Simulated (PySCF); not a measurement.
Static response to an electric field

Compound: C5H10SSi.
SMILES with atom numbers: `[CH3:1][C@@H:2]1[CH:3]=[C:4]([S:5][SiH3:6])[CH2:7]1` (hydrogens: H8, H9, H10 on C1; H11 on C2; H12 on C3; H13, H14, H15 on Si6; H16, H17 on C7)

Structure used (PBE0-D3(BJ)/def2-SVP), in Å, numbered top down from 1:
```
atom  x, y, z in Å
C1    -2.4404    0.9445   -0.1392
C2    -1.5201   -0.0790    0.4976
C3    -0.0474    0.2675    0.5894
C4     0.3266   -0.7670   -0.1886
S5     1.8157   -1.4442   -0.8122
Si6    3.2123    0.0016   -0.0507
C7    -1.0768   -1.2758   -0.4034
H8    -3.4471    0.5279   -0.3025
H9    -2.5480    1.8338    0.5016
H10   -2.0433    1.2772   -1.1113
H11   -1.9428   -0.4253    1.4581
H12    0.4921    1.0673    1.1031
H13    4.5448   -0.4454   -0.5445
H14    3.1934    0.0296    1.4420
H15    2.8898    1.3648   -0.5660
H16   -1.2827   -2.2791    0.0020
H17   -1.4382   -1.2257   -1.4433
```

Level: CAM-B3LYP/def2-SVPD (PySCF), static field, nuclei fixed, core orbitals frozen in the response. The polarisability tensor in these axes (au):

```
x   135.24  -4.34  -4.58
y    -4.34 100.05   9.79
z    -4.58   9.79  89.15
```

Q: What are the eigenvalues, a third of the trace, and Δα (Δα² = ½Σ(αi − αj)² over the three pairs)?

A: Principal values 83.34, 104.61 and 136.49 au; mean 108.15 au = 16.03 Å³ = 17.83 × 10⁻⁴⁰ C²·m²/J; Δα = 46.33 au (43 % of the mean).

Q: What is the dipole moment, and where does it point?

A: (-0.49, 0.85, 0.62) D, 1.16 D in size, pointing from the negative to the positive side. Measured along this direction, the outermost atoms are H13 at the negative end and H9 at the positive end.

Q: Find the Langevin capture rate constant for NH4+ (18.034 u) meeting this molecule (130.027 u), k = 2.342 × 10⁻⁹ cm³/s × √(α in Å³ / reduced mass in u).

A: The reduced mass is 15.84 u, so k = 2.36 × 10⁻⁹ cm³/s. The formula leaves out the permanent dipole, which adds to the capture rate.

Q: Refractivity n − 1 of an ideal gas of it at 350 K and 1 atm, from the electronic α?

A: N = p/kT = 2.0968 × 10¹⁹ cm⁻³, so n − 1 = 2π × N × 16.03 × 10⁻²⁴ cm³ = 2111 × 10⁻⁶ at long wavelengths.

Q: Give the principal axes and the span of the nuclei along them.

A: Largest value along (0.98, -0.15, -0.13), where the nuclei span 8.01 Å; middle along (0.19, 0.85, 0.48), 3.73 Å; least along (0.03, -0.50, 0.87), 3.08 Å. The response follows the extents in order.

One conformer (not necessarily the lowest) at the PBE0-D3(BJ)/def2-SVP geometry, without solvent, vibrations or thermal averaging.
